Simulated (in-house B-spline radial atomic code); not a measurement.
**How G0W0 and RPA depend on the start: Ru16+**

Configuration [Ar] 3d10. Computed with a B-spline radial code for spherical atoms: all electrons, non-relativistic, point nucleus, each spin shell either full or empty, empty states to l = 9 with an (l + 1/2)⁻⁴ tail; G0W0 by contour deformation at full frequency.

Without relativity these are model numbers: it shifts the levels of so heavy an element strongly and can reorder them.

```csv
start,mean-field 3d (eV),G0W0 (eV),QP weight,RPA correlation (Eh)
Hartree-Fock,-678.08,-676.38,0.990,-2.0302
PBE,-646.49,?,?,?
CAM-B3LYP,-655.10,-676.28,0.988,-2.1091
TPSS,-646.47,?,?,?
BHandHLYP,-662.95,-676.31,0.988,-2.0813
```

Q: What G0W0 level, weight and RPA correlation energy follow from the PBE start?

A: G0W0 level -676.18 eV, weight 0.987, RPA correlation -2.1353 hartree.

Q: What G0W0 level, weight and RPA correlation energy follow from the TPSS start?

A: G0W0 level -676.32 eV, weight 0.987, RPA correlation -2.1292 hartree.

Q: How much of the dependence on the start does G0W0 remove?

A: The mean-field levels span 31.6 eV and the G0W0 levels 0.199 eV. Against 670 ± 3 eV (NIST, tabulated theory) the G0W0 removal energies are off by +6.18 to +6.38 eV, with relativity, Breit and QED terms left out.
